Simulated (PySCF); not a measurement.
# First hyperpolarisability: `C=CCC(=O)OC=C`, C6H8O2

Molfile (atoms numbered from 1):
```
C6H8O2
     RDKit          3D

 16 15  0  0  0  0  0  0  0  0999 V2000
    3.1333    0.1280    0.8626 C   0  0  0  0  0  0  0  0  0  0  0  0
    2.1603   -0.2206    0.0225 C   0  0  0  0  0  0  0  0  0  0  0  0
    0.8598    0.5023   -0.1079 C   0  0  0  0  0  0  0  0  0  0  0  0
   -0.3331   -0.4171   -0.0875 C   0  0  0  0  0  0  0  0  0  0  0  0
   -0.3107   -1.6050   -0.2441 O   0  0  0  0  0  0  0  0  0  0  0  0
   -1.4684    0.2960    0.1058 O   0  0  0  0  0  0  0  0  0  0  0  0
   -2.6661   -0.3683    0.1097 C   0  0  0  0  0  0  0  0  0  0  0  0
   -3.8052    0.2957    0.2745 C   0  0  0  0  0  0  0  0  0  0  0  0
    4.0706   -0.4322    0.9084 H   0  0  0  0  0  0  0  0  0  0  0  0
    3.0314    0.9851    1.5365 H   0  0  0  0  0  0  0  0  0  0  0  0
    2.2856   -1.0926   -0.6285 H   0  0  0  0  0  0  0  0  0  0  0  0
    0.7311    1.2758    0.6642 H   0  0  0  0  0  0  0  0  0  0  0  0
    0.8069    1.0363   -1.0764 H   0  0  0  0  0  0  0  0  0  0  0  0
   -2.5822   -1.4488   -0.0296 H   0  0  0  0  0  0  0  0  0  0  0  0
   -4.7502   -0.2482    0.2762 H   0  0  0  0  0  0  0  0  0  0  0  0
   -3.8175    1.3794    0.4092 H   0  0  0  0  0  0  0  0  0  0  0  0
  1  2  2  0
  2  3  1  0
  3  4  1  0
  4  5  2  0
  4  6  1  0
  6  7  1  0
  7  8  2  0
  1  9  1  0
  1 10  1  0
  2 11  1  0
  3 12  1  0
  3 13  1  0
  7 14  1  0
  8 15  1  0
  8 16  1  0
M  END
```

Method used: PySCF 2.14.0, quadratic response CAM-B3LYP/def2-SVPD first hyperpolarisability, Taylor convention, gas phase. Geometry: PBE0-D3(BJ)/def2-SVP.

Problem. Give β for the processes computed.

Solution. In au, Taylor convention; the vector part is βᵢ = ⅓ Σⱼ (βᵢⱼⱼ + βⱼᵢⱼ + βⱼⱼᵢ); β∥ is 3/5 of the vector part along the dipole, the dipole points from − to +:
| process | λ (nm) | β vector norm | β∥ | β HRS | depolarisation ratio |
| --- | --- | --- | --- | --- | --- |
| static β(0;0,0) | ∞ | 86.8 | 19.4 | 54.7 | 2.34 |
| second harmonic β(−2ω;ω,ω) | 1550 | 99.3 | 21.9 | 60.0 | 2.45 |
| Pockels β(−ω;ω,0) | 1550 | 90.7 | 20.2 | – | – |
| second harmonic β(−2ω;ω,ω) | 1064 | 116.2 | 25.1 | 67.2 | 2.58 |
| Pockels β(−ω;ω,0) | 1064 | 95.4 | 21.1 | – | – |
| second harmonic β(−2ω;ω,ω) | 694.3 | 179.5 | 37.0 | 94.0 | 2.98 |
| Pockels β(−ω;ω,0) | 694.3 | 108.8 | 23.7 | – | – |

Problem. Which lowest excitations, dipole and polarisabilities go with it?

Solution. S1 5.88 eV (f = 0.001); S2 6.53 eV (f = 0.502); S3 7.08 eV (f = 0.022); dipole 1.77 D; isotropic α 83.0 au static, 83.4 au at 1550 nm, 83.8 au at 1064 nm, 84.7 au at 775 nm, 85.1 au at 694.3 nm, 86.7 au at 532 nm, 93.1 au at 347.1 nm.
